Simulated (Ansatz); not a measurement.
A nudged elastic band was laid between two geometries of C$_{2}$H$_{4}$ClFOSi (10 atoms, charge 0, multiplicity 1).

Theory: RKS LDA/def2-SVP (Ansatz).

| Property | Result |
| --- | --- |
| movable images | 9 |
| climbing image | yes |
| spring | 5.0 eV/Å² |
| optimiser | quadratic models (default) |
| start path | through a guess of the saddle point |
| force threshold | 0.03 eV/Å |
| iteration limit | 60 |
| end points | relaxed |

First end point:

```xyz
10
Properties=species:S:1:pos:R:3
F 1.150 -2.304 0.355
C 1.119 -1.072 -0.210
Cl 2.202 0.047 0.648
Si -0.633 -0.353 -0.130
C -0.853 1.442 0.075
O -0.970 0.585 1.233
H 1.512 -1.149 -1.252
H -1.691 -1.308 -0.585
H -1.793 1.956 -0.220
H 0.040 2.104 0.089
```

Last end point:

```xyz
10
Properties=species:S:1:pos:R:3
F 1.782 -0.321 0.920
C 1.124 -1.034 -0.014
Cl 1.962 -0.945 -1.600
Si -0.561 -0.256 -0.368
C -0.886 1.367 0.379
O -1.458 0.187 0.997
H 1.125 -2.111 0.276
H -1.283 -0.875 -1.519
H -1.630 2.074 -0.047
H -0.093 1.862 0.980
```

Task: Which bonds break or form, and what moves?

Result: No bond is made or broken. The dihedral F1–C2–Si4–H8 goes from -48 to 172°.

Task: Give the energies along the band, and the barrier.

Result: The forces met the threshold. The highest image is number 5 of 0 to 10, 1.9 kcal/mol above the first end and 3.3 kcal/mol above the last; the last end lies 1.4 kcal/mol below the first. A vibrational analysis at the climbing image gives one clearly imaginary mode, 57i cm⁻¹: a first-order saddle point.

```json
{"image": "0", "path coordinate (Å)": "0.00", "energy (kcal/mol)": "0.0", "dihedral F1–C2–Si4–H8 (°)": "-48"}
{"image": "1", "path coordinate (Å)": "0.45", "energy (kcal/mol)": "0.2", "dihedral F1–C2–Si4–H8 (°)": "-60"}
{"image": "2", "path coordinate (Å)": "0.89", "energy (kcal/mol)": "0.6", "dihedral F1–C2–Si4–H8 (°)": "-73"}
{"image": "3", "path coordinate (Å)": "1.34", "energy (kcal/mol)": "1.2", "dihedral F1–C2–Si4–H8 (°)": "-87"}
{"image": "4", "path coordinate (Å)": "1.79", "energy (kcal/mol)": "1.7", "dihedral F1–C2–Si4–H8 (°)": "-101"}
{"image": "5", "path coordinate (Å)": "2.23", "energy (kcal/mol)": "1.9", "dihedral F1–C2–Si4–H8 (°)": "-115"}
{"image": "6", "path coordinate (Å)": "2.70", "energy (kcal/mol)": "1.6", "dihedral F1–C2–Si4–H8 (°)": "-131"}
{"image": "7", "path coordinate (Å)": "3.17", "energy (kcal/mol)": "0.8", "dihedral F1–C2–Si4–H8 (°)": "-146"}
{"image": "8", "path coordinate (Å)": "3.64", "energy (kcal/mol)": "-0.2", "dihedral F1–C2–Si4–H8 (°)": "-161"}
{"image": "9", "path coordinate (Å)": "4.11", "energy (kcal/mol)": "-1.1", "dihedral F1–C2–Si4–H8 (°)": "-175"}
{"image": "10", "path coordinate (Å)": "4.58", "energy (kcal/mol)": "-1.4", "dihedral F1–C2–Si4–H8 (°)": "172"}
```

Task: What is the geometry of the highest image?

Result: 
```xyz
10
Properties=species:S:1:pos:R:3:forces:R:3
F 1.284 -1.590 1.039 0.00 0.00 0.00
C 1.099 -1.097 -0.202 0.00 -0.01 0.00
Cl 2.341 0.135 -0.568 0.00 0.00 0.00
Si -0.610 -0.267 -0.342 0.00 0.01 0.01
C -0.849 1.391 0.362 0.01 0.01 -0.01
O -1.230 0.236 1.149 0.00 -0.01 0.00
H 1.252 -1.912 -0.949 0.00 0.00 0.00
H -1.548 -0.937 -1.300 0.00 0.00 0.00
H -1.692 2.050 0.064 0.00 0.00 0.00
H 0.036 1.941 0.750 0.00 0.00 0.00
```

Task: What are the harmonic wavenumbers there?

Result: 57i, 123, 136, 236, 336, 425, 524, 577, 705, 717, 730, 763, 810, 1024, 1079, 1079, 1103, 1159, 1272, 1381, 2190, 2966, 2977, 3070 cm⁻¹.

Time of the run: 2.8 min on 2 threads of Arm Neoverse V1, on a shared host, peak memory 0.15 GiB.
